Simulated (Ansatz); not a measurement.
A nudged elastic band was laid between two geometries of CH3BClO (7 atoms, charge -1, multiplicity 1).

All numbers below come from RKS PBE-D4/6-31G* (Ansatz 0.2.0).

```json
{
 "movable images": "7",
 "climbing image": "yes",
 "spring": "5.0 eV/Å²",
 "optimiser": "quadratic models (default)",
 "start path": "through a guess of the saddle point",
 "force threshold": "0.03 eV/Å",
 "iteration limit": "60",
 "end points": "relaxed"
}
```

First end point:

```xyz
7
Properties=species:S:1:pos:R:3
C -0.569 1.041 -0.066
B 0.107 -0.234 0.011
O 1.465 -0.546 0.322
Cl -0.870 -1.889 -0.351
H -0.043 1.988 0.131
H -1.630 1.154 -0.321
H 1.540 -1.516 0.273
```

Last end point:

```xyz
7
Properties=species:S:1:pos:R:3
C -0.476 0.876 -0.055
B -0.041 -0.510 -0.047
O 1.251 -1.066 0.233
Cl -1.231 -1.937 -0.443
H 0.208 1.713 0.174
H -1.500 1.196 -0.285
H 1.789 -0.272 0.423
```

Problem. What changes between the two ends?

Solution. No bond is made or broken.

Problem. Give the energies along the band, and the barrier.

Solution. The run converged. The highest image is number 4 of 0 to 8, 0.159 eV above the first end and 0.145 eV above the last; the last end lies 0.014 eV above the first. A vibrational analysis at the climbing image gives one clearly imaginary mode, 345i cm⁻¹: a first-order saddle point. Limits of this set-up: an anion without diffuse functions, the dipole of an ion depends on the origin.

```
image  path coordinate (Å)  energy (eV)
    0                 0.00        0.000
    1                 0.31        0.011
    2                 0.63        0.060
    3                 0.94        0.126
    4                 1.25        0.159
    5                 1.50        0.135
    6                 1.75        0.079
    7                 1.99        0.030
    8                 2.24        0.014
```

Problem. What is the geometry of the highest image?

Solution. 
```xyz
7
Properties=species:S:1:pos:R:3
C -0.562 0.915 0.001
B 0.001 -0.413 0.100
O 1.285 -0.844 0.582
Cl -1.052 -1.937 -0.498
H -0.015 1.805 0.352
H -1.565 1.129 -0.393
H 1.908 -0.654 -0.143
```

Problem. What are the harmonic wavenumbers there?

Solution. 345i, 284, 326, 444, 475, 562, 615, 795, 936, 1022, 1313, 1500, 3017, 3093, 3665 cm⁻¹.

Time of the run: 4.4 min on 1 thread of Arm Neoverse V1, with other jobs on the host, peak memory 0.24 GiB.
